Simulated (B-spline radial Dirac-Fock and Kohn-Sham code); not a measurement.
# Kohn-Sham estimates against Dirac-Fock for the levels of La¹²⁺

System: the La¹²⁺ ion, [Kr] 4d9.

The density-functional columns are spherical, spin-unpolarised Dirac-Kohn-Sham results without Breit or QED terms: −ε is minus the orbital energy of the initial state and ΔSCF the difference of two total energies. The reference in the last column comes from Dirac-Fock (average of configuration) total-energy differences with a finite nucleus, the Breit interaction including its frequency dependence, and self-energy and vacuum-polarisation corrections. All numbers are from a B-spline atomic structure program, in eV; a selection of levels is shown. For the 1s level of heavy atoms much of the gap between ΔSCF and the reference is the Breit and QED part, -147.4 eV here; for other levels the error of the functional can be larger.

| level | LDA −ε | LDA ΔSCF | Dirac-Fock |
| --- | --- | --- | --- |
| 1s | 38882.4 | 39286.1 | 39150.1 |
| 2s | 6359.8 | 6439.5 | 6495.7 |
| 2p1/2 | 6013.1 | 6111.0 | 6115.9 |
| 2p3/2 | 5600.4 | 5691.2 | 5707.8 |
| 3s | 1516.6 | 1547.8 | 1587.3 |
| 3p1/2 | 1370.1 | 1402.3 | 1427.6 |
| 3p3/2 | 1289.5 | 1320.5 | 1346.2 |
| 3d3/2 | 1031.8 | 1066.2 | 1069.8 |
| 4s | 457.3 | 473.5 | 489.2 |
| 4p1/2 | 402.7 | 418.6 | 427.6 |
| 4p3/2 | 384.7 | 400.1 | 409.5 |
| 4d | 292.1 | 306.8 | 305.7 |

Values without a named source are computed, but for edge energies of neutral atoms, which are taken from tables.
